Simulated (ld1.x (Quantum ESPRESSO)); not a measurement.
# Logarithmic derivatives: Tb, TM

terbium (Tb), norm-conserving Troullier–Martins (Kleinman–Bylander form), made with ld1.x (Quantum ESPRESSO) 7.5 (LDA (PZ), fully relativistic). Core [Kr], reference 4d10 4f8 5s2 5p6 5d0 6s0 6p0 (charge +3). Waves: 5s (bound): rc 2.20 bohr; 4d (bound): rc 1.00 bohr; 4f (bound): rc 1.20 bohr; 5p (bound): rc 1.65 bohr. Local part: the p channel. Core correction: none.

Open shells are filled in proportion to 2j + 1 (rel_dist='average').

The phase is arctan(r·u′/u) with u = r·R(r), unwrapped; energies in Ry, scanned from -15 to 5 Ry. A pole is an energy at which the radial function vanishes at the test radius. The pseudo phase is shifted by a multiple of π to meet the all-electron one at the reference energy, and phase errors are pseudo minus all-electron; the curves can meet again beyond the range given. Levels narrower than the energy grid can be missing from the lists of poles.

```
channel  radius (bohr)  reference energy (Ry)  poles, all-electron  poles, pseudo  unbroken range about the reference energy with phases within 0.05 rad  phase error 1 Ry above the reference energy (rad)
      s           2.38                  -5.63          -5.40, 3.69    -5.40, 1.20                                                             below -2.7                                             -0.005
   p1/2           2.38                  -4.15                -3.72    -3.39, 4.90                                       not even at the reference energy                                             +0.065
   p3/2           2.38                  -3.79                -3.23    -3.39, 4.90                                       not even at the reference energy                                             -0.029
   d3/2           2.38                 -13.42                -0.45           0.56                                                             below -3.1                                             +0.000
   d5/2           2.38                 -12.96                -0.35           0.62                                                             below -3.1                                             +0.000
   f5/2           2.38                  -2.57          -2.51, 3.35    -2.51, 4.02                                                             below -0.4                                             +0.005
   f7/2           2.38                  -2.51          -2.44, 3.38    -2.44, 4.05                                                             below -0.3                                             +0.006
```

A Bessel basis up to 400 Ry misses an occupied level by 6.09 Ry, so cutoffs and ghosts were not judged. The potential misses its own reference levels by up to 3.4 eV, so it is not fit for use.

Phases in the d3/2 channel:

```json
{"E (Ry)": "-15.00", "all-electron": "1.454", "pseudo": "1.454"}
{"E (Ry)": "-14.04", "all-electron": "1.449", "pseudo": "1.449"}
{"E (Ry)": "-13.08", "all-electron": "1.444", "pseudo": "1.444"}
{"E (Ry)": "-12.12", "all-electron": "1.438", "pseudo": "1.438"}
{"E (Ry)": "-11.16", "all-electron": "1.431", "pseudo": "1.431"}
{"E (Ry)": "-10.20", "all-electron": "1.422", "pseudo": "1.422"}
{"E (Ry)": "-9.24", "all-electron": "1.412", "pseudo": "1.412"}
{"E (Ry)": "-8.28", "all-electron": "1.400", "pseudo": "1.400"}
{"E (Ry)": "-7.32", "all-electron": "1.384", "pseudo": "1.384"}
{"E (Ry)": "-6.36", "all-electron": "1.362", "pseudo": "1.363"}
{"E (Ry)": "-5.40", "all-electron": "1.330", "pseudo": "1.332"}
{"E (Ry)": "-4.44", "all-electron": "1.276", "pseudo": "1.282"}
{"E (Ry)": "-3.48", "all-electron": "1.159", "pseudo": "1.184"}
{"E (Ry)": "-2.52", "all-electron": "0.660", "pseudo": "0.884"}
{"E (Ry)": "-1.56", "all-electron": "-1.187", "pseudo": "-0.634"}
{"E (Ry)": "-0.60", "all-electron": "-1.546", "pseudo": "-1.378"}
{"E (Ry)": "0.36", "all-electron": "-1.674", "pseudo": "-1.550"}
{"E (Ry)": "1.32", "all-electron": "-1.785", "pseudo": "-1.638"}
{"E (Ry)": "2.28", "all-electron": "-1.977", "pseudo": "-1.712"}
{"E (Ry)": "3.24", "all-electron": "-2.693", "pseudo": "-1.805"}
{"E (Ry)": "4.20", "all-electron": "-4.121", "pseudo": "-1.986"}
```
